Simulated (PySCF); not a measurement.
# Which basis set comes closest?

Molecule: SMILES C[Si]([Si](C)(C)C)(C)C, C6H18Si2.

Geometry:
| atom | x (Å) | y (Å) | z (Å) |
| --- | --- | --- | --- |
| C1 | 1.869 | 1.714 | -0.068 |
| Si2 | 1.161 | -0.036 | -0.173 |
| C3 | 1.984 | -1.116 | 1.143 |
| C4 | 1.538 | -0.751 | -1.883 |
| Si5 | -1.163 | 0.030 | 0.174 |
| C6 | -1.892 | -1.710 | 0.045 |
| C7 | -1.974 | 1.139 | -1.127 |
| C8 | -1.534 | 0.727 | 1.892 |
| H9 | 1.669 | 2.168 | 0.915 |
| H10 | 1.430 | 2.369 | -0.837 |
| H11 | 2.962 | 1.705 | -0.218 |
| H12 | 1.613 | -2.152 | 1.096 |
| H13 | 3.077 | -1.142 | 1.001 |
| H14 | 1.785 | -0.732 | 2.156 |
| H15 | 1.152 | -1.778 | -1.978 |
| H16 | 1.077 | -0.142 | -2.677 |
| H17 | 2.624 | -0.779 | -2.067 |
| H18 | -1.455 | -2.381 | 0.801 |
| H19 | -2.983 | -1.689 | 0.202 |
| H20 | -1.703 | -2.150 | -0.947 |
| H21 | -3.066 | 1.178 | -0.983 |
| H22 | -1.781 | 0.765 | -2.145 |
| H23 | -1.589 | 2.169 | -1.068 |
| H24 | -1.132 | 1.746 | 2.003 |
| H25 | -2.621 | 0.772 | 2.073 |
| H26 | -1.087 | 0.101 | 2.681 |

Geometry PBE0-D3(BJ)/def2-SVP throughout; GIAO in PySCF 2.14.0 with density-fitted response routines, gas phase, one conformer, non-relativistic; equivalent atoms averaged; functional PBE0.

Reference values (measured; solution; U. Herzog, Habilitationsschrift, TU Bergakademie Freiberg, 2002/2003): δ(Si2/Si5) = -19.8 ppm vs TMS. Computed shifts are taken against TMS, calculated as an isolated molecule at each level.

How do the basis sets STO-3G, pcSseg-0, 6-31G, 6-31G*, cc-pVDZ, def2-SVP, pcSseg-1 perform against the reference? Times are CPU seconds on shared hosts with different chips, so compare them loosely.

Answers


| basis set | functions | Si2/Si5 | abs. error Si | core-s |
| --- | --- | --- | --- | --- |
| STO-3G | 66 | -10.0 | 9.8 | 11 |
| pcSseg-0 | 116 | -30.2 | 10.4 | 32 |
| 6-31G | 116 | -14.9 | 4.9 | 22 |
| 6-31G* | 156 | -14.1 | 5.7 | 30 |
| cc-pVDZ | 210 | -13.7 | 6.1 | 83 |
| def2-SVP | 210 | -16.4 | 3.4 | 43 |
| pcSseg-1 | 240 | -21.0 | 1.2 | 60 |

For ²⁹Si the closest is pcSseg-1 (1.2 ppm) and the furthest pcSseg-0 (10.4 ppm). Where a smaller basis beats a larger one, errors probably cancel. One molecule is a small sample, and vibrational and solvent effects are absent from the calculation.

A small basis that lands close on one nucleus may do so by chance; judge by the trend and by all nuclei.
